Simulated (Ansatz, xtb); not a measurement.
Pulling on the Ge1–Ge2 bond in Ge2H6 (SMILES [GeH3][GeH3]) (multiplicity 1 held, fragments rigid). Energies count from the point at 2.436 Å.
Geometry at that point (charge 0, multiplicity 1):
```xyz
8

Ge    -1.2141     0.0950    -0.0155
Ge     1.2141    -0.0950     0.0155
H     -1.8156    -0.8837    -1.0399
H     -1.6355     1.5247    -0.3991
H     -1.7954    -0.2307     1.3719
H      1.6355    -1.5247     0.3991
H      1.8156     0.8837     1.0399
H      1.7954     0.2307    -1.3719
```

Restricted levels (R-, RO-) in cc, def2 and unpolarised 6-31G sets keep to the state of the molecule at rest. Unrestricted levels (U-) break spin symmetry where that is lower. Active spaces are followed from a long bond inwards. Curves can end on different states.

Cores are frozen in the correlated methods. Filled d and f shells under p-block atoms count as core.

Programs: Ansatz (Gaussian orbitals); xtb for the GFN methods. Values without a source in brackets are computed. The GFN methods have no spin term and hold the electronic entropy of 300 K.

Energies in kcal/mol.

```
R (Å)  GFN2-xTB  R-B3LYP/cc-pVTZ  U-B3LYP/cc-pVTZ  U-SCS-MP2/cc-pVTZ  U-CCSD/cc-pVTZ  FIC-MRCISD+Q on CASSCF(2,2)/cc-pVTZ
-----  --------  ---------------  ---------------  -----------------  --------------  -----------------------------------
1.949      54.7             50.7             50.7               56.8            56.6                                 56.6
2.192       5.2              9.3              9.3               10.9            10.9                                 11.0
2.436       0.0              0.0              0.0                0.0             0.0                                  0.0
2.679       6.5              4.6              4.6                4.6             4.6                                  4.4
2.923      16.8             14.5             14.5               15.5            15.3                                 14.9
3.288      33.7             31.8             31.8               39.8            34.5                                 32.7
3.654      48.5             47.4             47.4               58.2            51.7                                 47.8
4.263      64.8             67.0             62.6               67.3            64.9                                 62.4
4.872      72.2             79.3             66.6               69.3            67.5                                 67.6
5.602      74.6             87.6             67.8               69.8            68.2                                 69.2
6.577      75.0             92.8             68.0               70.0            68.3                                 69.5
7.795      75.0             95.4             68.1               70.0            68.4                                 69.6
```

Doubts at one or more of the structures used: a restricted determinant that unrestricted orbitals would lower (R-B3LYP/cc-pVTZ); a spin-contaminated determinant (U-B3LYP/cc-pVTZ, U-SCS-MP2/cc-pVTZ, U-CCSD/cc-pVTZ); T1 above 0.05 (U-CCSD/cc-pVTZ).

Ansatz is an electronic-structure program.
